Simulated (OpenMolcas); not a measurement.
# Cr⁺: effect of the active space

* Program: OpenMolcas
* Method: CASSCF
* Basis: ANO-R1
* Scalar Hamiltonian: X2C, finite nucleus
* Spin-orbit coupling: RASSI with atomic mean-field integrals over the reference wave functions, term energies averaged over their components

A. 5 electrons in 5 orbitals (3d); 2S+1 = 6 even, 1 root; 2S+1 = 4 even, 24 roots; 2S+1 = 2 even, 75 roots (53 in the spin-orbit step); cost roughly 22 core-seconds
B. 5 electrons in 6 orbitals (3d 4s); 2S+1 = 6 even, 6 roots; 2S+1 = 4 even, 57 roots kept (CI in the orbitals of an earlier block); 2S+1 = 2 even, 76 roots kept (CI in the orbitals of an earlier block); cost of the order of 50 core-seconds

Energies in cm⁻¹ above 3d⁵ ⁶S_5/2, the measured ground level; measured values from NIST Handbook of Basic Atomic Spectroscopic Data.

| Level | A | B | Measured |
| --- | --- | --- | --- |
| 3d⁵ ⁶S_5/2 | 0.0 | 0.0 | 0.0 |
| 3d⁵ ⁴G_5/2 | 26251 | 29038 | 20512 |
| 3d⁵ ⁴G_7/2 | 26258 | 29048 | 20518 |
| 3d⁵ ⁴G_11/2 | 26259 | 29068 | 20512 |
| 3d⁵ ⁴G_9/2 | 26261 | 29057 | 20519 |
| 3d⁵ ⁴P_5/2 | 30167 | 33072 | 21823 |
| 3d⁵ ⁴P_3/2 | 30184 | 33065 | 21824 |
| 3d⁵ ⁴P_1/2 | 30204 | 33073 | 21824 |
| 3d⁵ ⁴D_7/2 | 32680 | 36283 |  |
| 3d⁵ ⁴D_1/2 | 32701 | 36294 |  |
| 3d⁵ ⁴D_3/2 | 32719 | 36313 |  |
| 3d⁵ ⁴D_5/2 | 32724 | 36320 |  |

B puts 3d⁴ 4s ⁶D_1/2 lowest.

Deviations, from unrounded energies. A percentage is the sum of absolute deviations over the sum of measured energies, with the sign that they share, or ± where signs differ.

| Against measurement | Levels | A | B |
| --- | --- | --- | --- |
| mean absolute deviation (cm-1) | 7 | 6900 | 9700 |
| other terms of the ground configuration (%) | 7 | +32.6 | +46.0 |

A lies closest to measurement on these levels. The largest miss of A in the table is 3d⁵ ⁴P_1/2, by +8400 cm-1. The ranking rests on the paired levels alone, and a cruder setting can come out closer through cancelling errors.

The spin-orbit steps hold different terms of 3d⁵ (B lacks among others ²D, ²F, ²G, ²H, ²S), which shifts levels as well.

Between A and B the level of the table that moves most is 3d⁵ ⁴D_7/2, by 3600 cm-1 (lowest in A, highest in B).

Without dynamic correlation excited terms often stand tens of per cent too high (terms of higher spin than the ground term too low), and those without a measured partner can miss by more than the paired ones. Some high roots are left out of the spin-orbit mixing, which shifts the levels that they would mix with (holds for A). Terms from blocks run as CI alone lack orbitals of their own (holds for B). The lowest computed level is not the ground level that NIST lists (6S5/2) (holds for B). Measured partners are found by configuration, term and J. A level has none where our copy of the source lacks it or the pairing is in doubt (some pairs that miss far off the trend of their configuration count as doubtful), and it then counts in no deviation. Levels of configurations outside the active space are missing. Levels that lie high or do not pair safely by name in every column are left out.
